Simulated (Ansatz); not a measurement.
Born–Oppenheimer molecular dynamics of ClGaH3N (6 atoms, charge 0, multiplicity 1). It goes on from the last frame of an earlier run, with new velocities.

Theory: RKS B3LYP-D4/def2-SVP (Ansatz).

```json
{
  "ensemble": "NVT, Nosé–Hoover chain",
  "time step": "0.5 fs",
  "steps asked": "100",
  "set temperature": "500 K",
  "thermostat": "time constant 100 fs, chain length 3 (defaults)",
  "temperature schedule": "25 steps to 500 K, then 75 steps to 10 K",
  "seed": "246797"
}
```

First frame:

```xyz
6
Properties=species:S:1:pos:R:3
Ga -0.170 0.050 -0.008
Cl -0.196 -0.507 2.099
H 1.290 0.269 -0.603
N -1.752 -0.009 -0.830
H -2.456 -0.110 -0.112
H -2.079 -0.252 -1.761
```

(1) What does the run give?

(2) What happens to the structure?

(3) How do temperature and energy run in time?

## Answers

(1) All steps were run.

* steps done: 100
* time covered: 50 fs
* mean temperature over the second half: 401 K
* spread of the potential energy over the second half: 6.4 meV per atom
* mean potential energy of the second half above the start: 8.1 meV per atom

The conserved energy stayed within 0.16 meV per atom of its start (net change 0.039 meV per atom), so the integration is sound. The schedule's set-point averaged 173 K over the second half and the system 401 K, so it lags behind the ramp. A run of 0.05 ps of so small a system gives no equilibrium averages.

(2) The same pairs are bonded in the first frame and the last. Pairs count as bonded within 1.25 times the sum of covalent radii (0.12 Å more for H–H). Another seed would give other details.

(3) 
| time (fs) | T (K) | potential energy less start (eV) | conserved less start (meV/atom) |
| --- | --- | --- | --- |
| 0.0 | 500 | 0.000 | 0.00 |
| 4.0 | 481 | 0.010 | 0.04 |
| 8.0 | 484 | 0.009 | 0.02 |
| 12.0 | 417 | 0.044 | 0.12 |
| 16.0 | 450 | 0.027 | 0.12 |
| 20.0 | 379 | 0.064 | 0.13 |
| 24.0 | 456 | 0.024 | 0.07 |
| 28.0 | 465 | 0.019 | 0.07 |
| 32.0 | 480 | 0.011 | 0.04 |
| 36.0 | 483 | 0.008 | 0.02 |
| 40.0 | 384 | 0.057 | 0.08 |
| 44.0 | 345 | 0.074 | 0.08 |
| 48.0 | 250 | 0.120 | 0.11 |

The run took 4.9 min on 1 thread of Arm Neoverse V2, on a shared host, peak memory 0.15 GiB.
